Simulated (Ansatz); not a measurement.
Level of theory: PBE-D3(BJ)/def2-SVP (Ansatz, a quantum-chemistry and plane-wave program). No frequencies were computed at this level.

Ansatz 0.2 input:
```yaml
crystal:
  periodic: [false, false, false]
  atoms:
    - { symbol: Zr, position_ang: [-0.000003, 0.000003, -0.000001] }
    - { symbol: H, position_ang: [1.38534, -0.886282, -0.987409] }
    - { symbol: H, position_ang: [0.764023, 0.881845, 1.522583] }
    - { symbol: H, position_ang: [-0.858566, 1.295089, -1.124836] }
    - { symbol: H, position_ang: [-1.290795, -1.290655, 0.589662] }
basis:
  gaussian: { orbitals: def2-svp }
hamiltonian:
  xc: pbe
  dispersion: d3bj
relax:
  max_steps: 150
```

Output:

```
Functional definition: PBE
510 factors; their error is unknown
mean field evaluation 1: about -1341.1153 eV, gradient 1.7e1 eV
mean field evaluation 2: about -1339.5010 eV, gradient 2.8e1 eV
mean field evaluation 4: about -1342.4007 eV, gradient 4.4e-1 eV
mean field evaluation 8: about -1342.3835 eV, gradient 5.8e-4 eV
mean field -1342.38349737 eV, -49.3316836282 hartree, gradient 2.5e-5 eV, S^2 0.000000; 0 other end points of the search recorded, 0 dependent functions left out
reference -1342.38357094 eV, -49.3316863319 hartree; 8, 8 occupied and 43, 43 virtual orbitals, 510 factors
relax step   1: F+E_penalty+E_count = -1342.43444194 eV  Δ(F+E_penalty+E_count) = +0.000e0 eV  max|allowed force component| = 4.961e-1 eV/Å  Δτ_max = 0.0000 Å  (22 SCF iters, accepted)
these checks for a lower state are left out or cut short: starts, cluster_reference, orbital_swaps, neighbouring_geometries, increment
510 factors; their error is unknown
mean field evaluation 16: about -1342.0269 eV, gradient 1.8e-3 eV
mean field -1342.01309398 eV, -49.3180715544 hartree, gradient 9.4e-6 eV, S^2 0.000000; 0 other end points of the search recorded, 0 dependent functions left out
reference -1342.01316664 eV, -49.3180742249 hartree; 8, 8 occupied and 43, 43 virtual orbitals, 510 factors
relax step   2: F+E_penalty+E_count = -1342.06650726 eV  Δ(F+E_penalty+E_count) = +3.679e-1 eV  max|allowed force component| = 1.440e0 eV/Å  Δτ_max = 0.1987 Å  (28 SCF iters, rejected (line search))
these checks for a lower state are left out or cut short: starts, cluster_reference, orbital_swaps, neighbouring_geometries, increment
510 factors; their error is unknown
mean field -1342.44639704 eV, -49.3339951484 hartree, gradient 1.6e-5 eV, S^2 0.000000; 0 other end points of the search recorded, 0 dependent functions left out
reference -1342.44647035 eV, -49.3339978425 hartree; 8, 8 occupied and 43, 43 virtual orbitals, 510 factors
relax step   3: F+E_penalty+E_count = -1342.49847984 eV  Δ(F+E_penalty+E_count) = -6.404e-2 eV  max|allowed force component| = 2.671e-1 eV/Å  Δτ_max = 0.0943 Å  (24 SCF iters, accepted)
these checks for a lower state are left out or cut short: starts, cluster_reference, orbital_swaps, neighbouring_geometries, increment
510 factors; their error is unknown
mean field evaluation 32: about -1342.4824 eV, gradient 6.2e-3 eV
mean field -1342.46624822 eV, -49.3347246656 hartree, gradient 1.6e-5 eV, S^2 0.000000; 0 other end points of the search recorded, 0 dependent functions left out
reference -1342.46632162 eV, -49.3347273634 hartree; 8, 8 occupied and 43, 43 virtual orbitals, 510 factors
relax step   4: F+E_penalty+E_count = -1342.51798987 eV  Δ(F+E_penalty+E_count) = -1.951e-2 eV  max|allowed force component| = 2.209e-2 eV/Å  Δτ_max = 0.0271 Å  (25 SCF iters, accepted)
these checks for a lower state are left out or cut short: starts, cluster_reference, orbital_swaps, neighbouring_geometries, increment
510 factors; their error is unknown
mean field -1342.46642349 eV, -49.3347311067 hartree, gradient 1.6e-5 eV, S^2 0.000000; 0 other end points of the search recorded, 0 dependent functions left out
reference -1342.46649690 eV, -49.3347338047 hartree; 8, 8 occupied and 43, 43 virtual orbitals, 510 factors
relax step   5: F+E_penalty+E_count = -1342.51813259 eV  Δ(F+E_penalty+E_count) = -1.427e-4 eV  max|allowed force component| = 4.244e-4 eV/Å  Δτ_max = 0.0026 Å  (26 SCF iters, accepted)
510 factors; their error is unknown
mean field -1342.46642349 eV, -49.3347311067 hartree, gradient 1.6e-5 eV, S^2 0.000000; 1 other end points of the search recorded, 0 dependent functions left out
reference -1342.46649690 eV, -49.3347338047 hartree; 8, 8 occupied and 43, 43 virtual orbitals, 510 factors
Total energy: -1342.51820600 eV, -49.3366340792 hartree
Atom 0 at    -0.000002     0.000002    -0.000001 Å, force     0.000012    -0.000013     0.000003 eV/Å
Atom 1 at     1.338744    -0.856471    -0.954198 Å, force    -0.000386     0.000247     0.000274 eV/Å
Atom 2 at     0.738325     0.852184     1.471373 Å, force    -0.000214    -0.000239    -0.000424 eV/Å
Atom 3 at    -0.829688     1.251530    -1.087005 Å, force     0.000234    -0.000356     0.000314 eV/Å
Atom 4 at    -1.247379    -1.247244     0.569830 Å, force     0.000354     0.000361    -0.000167 eV/Å
Dipole moment:    -0.000003     0.000003    -0.000001 e Å
```

Cost: about 5 core-seconds (a rough figure).
